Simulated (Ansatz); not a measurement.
Calculated with Ansatz (gas phase, PBE0-D4/def2-TZVP geometries, no zero-point term in ΔE). CBS: MP2 limit from def2 TZ/QZ plus the TZ coupled-cluster correction, frozen cores. Functionals use def2-TZVPP. For Se outer-core shells are correlated without core-valence functions, which leaves a few kJ/mol of doubt a bond. Scalar relativity is left out up to krypton. Each species was taken in one conformer, which may not be the lowest.

Reaction (formal exchange of groups at the Se–C bond): `C=C([SeH])CO` + `C1[SiH2]S1` → `[SeH][SiH]1CS1` + `C=CCO`

`C=C([SeH])CO`:

```xyz
11

C     0.820   -1.357    0.420
C     0.601   -0.105    0.048
Se    2.067    1.068   -0.300
C    -0.750    0.529   -0.026
O    -1.749   -0.428    0.231
H     1.818   -1.777    0.448
H    -0.014   -1.985    0.709
H     1.459    1.702   -1.480
H    -0.784    1.355    0.698
H    -0.874    0.975   -1.025
H    -2.595    0.023    0.276
```

`C1[SiH2]S1`:

Cartesian coordinates in Å:
```
C 0.897 -0.218 -0.176
Si -0.813 0.308 0.252
S -0.373 -1.260 -1.052
H 1.487 -0.778 0.543
H 1.496 0.385 -0.853
H -1.342 1.571 -0.306
H -1.353 -0.009 1.591
```

`[SeH][SiH]1CS1`:

```xyz
8

Se   -1.328   -0.333    2.028
Si   -0.369    0.665    0.244
C     0.964   -0.118   -0.743
S    -0.651   -0.032   -1.695
H    -1.305   -1.645    1.367
H    -0.333    2.118    0.510
H     1.269   -1.137   -0.523
H     1.753    0.481   -1.188
```

`C=CCO`:

Cartesian coordinates in Å:
```
C -0.731 -1.176 0.705
C -0.122 0.000 0.645
C 0.761 0.428 -0.479
O 0.312 1.626 -1.083
H -0.603 -1.917 -0.079
H -1.369 -1.448 1.538
H -0.268 0.733 1.436
H 0.851 -0.384 -1.213
H 1.766 0.650 -0.108
H -0.598 1.489 -1.360
```

Question: Is it downhill or uphill in electronic energy at CCSD(T)/CBS, and by how much? (Estimate.)

Answer: Ansatz gave: Downhill: ΔE = -107.0 kJ/mol.

Question: What do these levels give: ωB97X-V, HF/def2-TZVPP, CCSD/def2-TZVPP, MP2/def2-QZVPP, HF/CBS(def2), CCSD/CBS(def2)? (An estimate is asked.)

Answer: The calculation gave: ωB97X-V -103.7, HF/def2-TZVPP -113.5, CCSD/def2-TZVPP -103.1, MP2/def2-QZVPP -105.0, HF/CBS(def2) -113.2, CCSD/CBS(def2) -108.4 kJ/mol.

Largest T1 diagnostic among the species: 0.012.

In def2-TZVPP, CCSD(T) changes the Hartree–Fock value by +11.7 kJ/mol (the triples alone add +1.4 kJ/mol) and MP2 by +11.5 kJ/mol.
